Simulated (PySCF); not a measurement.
# One molecule, several mistakes: AlBH3OSi

All numbers below are calculated, not measured. The program is PySCF 2.14.0, an open-source quantum chemistry code, run on an isolated molecule that a program drew, which may never have been made. The molecule is AlBH3OSi (charge 0, doublet), drawn as the SMILES string `O=[SiH][B][AlH2]`.

Each row is a Hartree-Fock (HF) and frozen-core CCSD(T) single point in the cc-pV(D+d)Z basis, meant for a local HF minimum. Run 1 is clean. Each other run has one planted mistake out of seven kinds, and not every kind appears here: one electron removed, one electron added, multiplicity raised by two, geometry at a saddle point, minimal basis STO-3G, one bond length entered in bohr, all coordinates scaled. The reference is restricted for singlets and unrestricted otherwise, and also for a bond in bohr. Adding or removing an electron swaps singlet and doublet. Electrons count all cores. HOMO and LUMO are orbital energies over both spins, the gradient is its largest component, and the lowest frequency (negative if imaginary) is given only where the gradient is small. Bond lengths are over the 6 bonds as drawn. T1 is the CCSD diagnostic: over 0.02 (restricted) or 0.045 (unrestricted) a single reference is doubtful.

Geometry of the clean run:
```xyz
7
AlBH3OSi, angstrom
O     2.4331   -1.6483    1.9080
Si    1.4544   -1.4699    0.7796
B    -0.3785   -0.7625    0.9848
Al   -2.3312   -0.0103    1.1921
H     1.7528   -1.8067   -0.6311
H    -2.8484    0.4100    2.6205
H    -3.2252    0.1103   -0.1032
```

| run | electrons | basis functions | <S^2> | HOMO (eV) | LUMO (eV) | gradient (hartree/bohr) | lowest frequency (cm^-1) | mean bond (Å) | longest bond (Å) | T1 | HF (hartree) | CCSD(T) (hartree) | mistake |
|---|---|---|---|---|---|---|---|---|---|---|---|---|---|
| 1 | 43 | 89 | 0.767 | -9.39 | -0.22 | 1.2e-05 | 102 | 1.7030 | 2.103 | 0.0244 | -632.06020 | -632.51103 | no fault |
| 2 | 44 | 89 | 0.000 | -1.87 | 5.35 | 5.0e-02 | - | 1.7030 | 2.103 | 0.0246 | -632.09093 | -632.57620 | one electron added |
| 3 | 43 | 89 | 0.783 | -9.24 | -0.20 | 5.7e-02 | - | 1.7881 | 2.208 | 0.0273 | -632.04415 | -632.50385 | all coordinates scaled |
| 4 | 43 | 89 | 1.599 | -7.75 | 0.07 | 2.7e-02 | - | 2.0148 | 3.974 | 0.0356 | -631.94565 | -632.37975 | one bond length entered in bohr |
| 5 | 42 | 89 | 0.000 | -16.80 | -7.34 | 6.3e-02 | - | 1.7030 | 2.103 | 0.0338 | -631.75489 | -632.20456 | ? |

**Which mistake was planted in run 5, and what did it cost?**

It counts 42 electrons, one fewer than the clean run, at the same geometry and basis. So the mistake is: one electron removed. Subtracting run 1 and multiplying by 627.51 kcal/mol a hartree, the energy moved by 191.6 kcal/mol in HF and 192.3 kcal/mol in CCSD(T).

Cautions from the logs. Run 2: T1 is over the limit, so its CCSD(T) energy is less reliable; run 5: T1 is over the limit, so its CCSD(T) energy is less reliable.
